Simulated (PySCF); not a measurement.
Geometry (Å), atoms numbered from 1 in this order:
```xyz
20

C     3.087    1.136    0.257
C     2.140   -0.015    0.487
O     1.027    0.140   -0.362
C     0.061   -0.851   -0.236
C    -1.024   -0.569   -1.274
C    -1.863    0.612   -0.760
Si   -1.773    0.323    1.104
O    -0.530   -0.826    1.042
H     3.412    1.168   -0.794
H     3.978    1.038    0.895
H     2.596    2.092    0.491
H     1.808   -0.051    1.540
H     2.639   -0.983    0.274
H     0.520   -1.852   -0.359
H    -0.562   -0.374   -2.254
H    -1.648   -1.471   -1.368
H    -2.879    0.624   -1.178
H    -1.381    1.570   -1.012
H    -1.395    1.522    1.910
H    -2.980   -0.300    1.721
```

Geometry: PBE0-D3(BJ)/def2-SVP; GIAO absolute shieldings from PySCF 2.14.0 with density-fitted response routines, gas phase, non-relativistic, averaged over equivalent atoms.

At mPW1PW91/pcSseg-1 (203 basis functions, 61 s wall time on 1 thread of an Arm Neoverse N1, shared host):
| atoms | σ (ppm) |
| --- | --- |
| C4 | 79.4 |
| C2 | 120.6 |
| C5 | 148.6 |
| C1 | 166.4 |
| C6 | 177.9 |
| O3 | 224.9 |
| O8 | 247.9 |
| Si7 | 343.9 |
| H14 | 26.35 |
| H19 | 26.38 |
| H20 | 26.45 |
| H12 | 27.51 |
| H13 | 28.29 |
| H15 | 29.27 |
| H16 | 29.88 |
| H18 | 30.01 |
| H9/H10/H11 | 30.12 |
| H17 | 30.61 |

Q: What do these become at PBE0/pcSseg-1?

A: 
| atoms | σ at PBE0/pcSseg-1 | change |
| --- | --- | --- |
| C4 | 80.2 | +0.8 |
| C2 | 121.4 | +0.8 |
| C5 | 149.6 | +1.0 |
| C1 | 167.5 | +1.1 |
| C6 | 178.8 | +0.9 |
| O3 | 224.8 | -0.1 |
| O8 | 248.3 | +0.4 |
| Si7 | 345.1 | +1.2 |
| H14 | 26.28 | -0.07 |
| H19 | 26.28 | -0.10 |
| H20 | 26.35 | -0.10 |
| H12 | 27.45 | -0.06 |
| H13 | 28.23 | -0.06 |
| H15 | 29.22 | -0.05 |
| H16 | 29.82 | -0.06 |
| H18 | 29.95 | -0.06 |
| H9/H10/H11 | 30.07 | -0.05 |
| H17 | 30.55 | -0.06 |

The largest change is at Si7 (silicon bonded to C, O, 2 H, in a 5-membered ring). Cost: 203 basis functions, 80 s wall time on 1 thread of an Arm Neoverse N1, shared host. The order of the carbon signals is the same at both levels.
